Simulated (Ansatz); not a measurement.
Reaction (cleavage of the Si–Si bond): `[SiH3][SiH2]Cl` + `S[Si](Cl)(Cl)Cl` → `Cl[SiH2]S[Si](Cl)(Cl)Cl` + SiH₄

Isolated molecules relaxed with PBE0-D4/def2-TZVP in Ansatz; ΔE leaves out vibrations. CCSD(T)/CBS adds triple-zeta CCSD(T) − MP2 to the extrapolated MP2 energy (def2 sets, frozen cores). This one scheme is used for every species. DFT in def2-TZVPP. B3LYP here is the variant with VWN-RPA as its local correlation; programs differ in this. One conformer a species, not always the lowest.

| level | ΔE (kJ/mol) |
| --- | --- |
| B3LYP-D4 | -68.9 |
| PBE0 | -53.0 |

(1) What does CCSD(T)/CBS give? (Best estimate.)

Largest T1 diagnostic among the species: 0.011.

Results:

(1) Ansatz gave: -68.5 kJ/mol. The listed levels differ from it by -0.4, 15.5 kJ/mol.

The D4 term adds −15.7 kJ/mol with B3LYP and −9.0 kJ/mol with PBE0; it sums over pairs of atoms, weighted by their polarisabilities, and B3LYP, whose exchange is more repulsive, gets the larger term. From PBE to PBE0 (25 % exact exchange), in def2-TZVPP and without D4, ΔE moves by −3.5 kJ/mol. In def2-TZVPP, CCSD(T) changes the Hartree–Fock value by −6.0 kJ/mol (the triples alone add −3.0 kJ/mol) and MP2 by −19.3 kJ/mol.
